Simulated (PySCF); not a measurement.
Geometry (Å), atoms numbered from 1 in this order:
```xyz
23

C    -3.6419    0.5485    0.7398
C    -2.9068   -0.7895    0.7712
C    -1.5218   -0.6510    0.2260
C    -1.0652   -1.2302   -0.9114
O     0.2056   -0.9619   -1.2356
C     0.7772   -0.1407   -0.3411
C     2.2165    0.2056   -0.5738
C     3.1060   -0.6469    0.3364
C     2.4578    1.6914   -0.3199
P    -0.2353    0.3389    0.9613
H    -3.0893    1.2872    1.3177
H    -4.6386    0.4468    1.1627
H    -3.7312    0.9078   -0.2831
H    -3.4532   -1.5300    0.1821
H    -2.8566   -1.1442    1.8039
H    -1.5916   -1.8814   -1.5871
H     2.4481   -0.0313   -1.6185
H     2.9363   -1.7060    0.1553
H     2.8784   -0.4313    1.3786
H     4.1550   -0.4272    0.1525
H     1.8420    2.2973   -0.9807
H     3.5027    1.9404   -0.4898
H     2.2014    1.9349    0.7095
```

[PySCF 2.14: GFN2-xTB structure; shieldings: GIAO PBE0/pcSseg-1; non-relativistic; gas phase; one conformer; fast rotation and ring inversion assumed for equivalent nuclei]

Q: List the cross peaks expected in HSQC, COSY and HMBC spectra.

A: 

HSQC (one-bond C–H):
```csv
δH,δC
7.72 (H16),146.5 (C4)
3.05 (H17),38.3 (C7)
2.75 (H14/H15),26.0 (C2)
1.40 (H18/H19/H20/H21/H22/H23),29.9 (C8/C9)
1.36 (H11/H12/H13),22.7 (C1)
```

COSY cross peaks (H two or three bonds apart, from the bond graph; peaks can be absent where the dihedral angle is near 90°):
```csv
δH,δH
3.05 (H17),1.40 (H18/H19/H20/H21/H22/H23)
2.75 (H14/H15),1.36 (H11/H12/H13)
```

HMBC (two and three bonds, from the bond graph):
```csv
δH,δC
7.72 (H16),"223.1 (C6), 155.9 (C3), 26.0 (C2)"
3.05 (H17),"223.1 (C6), 29.9 (C8/C9)"
2.75 (H14/H15),"155.9 (C3), 146.5 (C4), 22.7 (C1)"
1.40 (H18/H19/H20/H21/H22/H23),"223.1 (C6), 38.3 (C7), 29.9 (C8/C9)"
1.36 (H11/H12/H13),"155.9 (C3), 26.0 (C2)"
```

Shifts are taken against calculated references (same method and geometry level): $^{1}$H (σref 31.72), $^{13}$C (σref 186.93) vs TMS.

Short H···H contacts in this conformer between protons four or more bonds apart (candidates for NOE cross peaks, intensity ∝ r⁻⁶): H14···H16 2.59 Å.

Shifts are as computed. Against solution values, carbons near 30 ppm lie about +3 ppm off and those near 130 ppm about +5 ppm. Of 1211 compounds with measured shifts, 218 miss one by over three times the rms of a fit or turn the order of signals round; such compounds aren't used in these exercises.
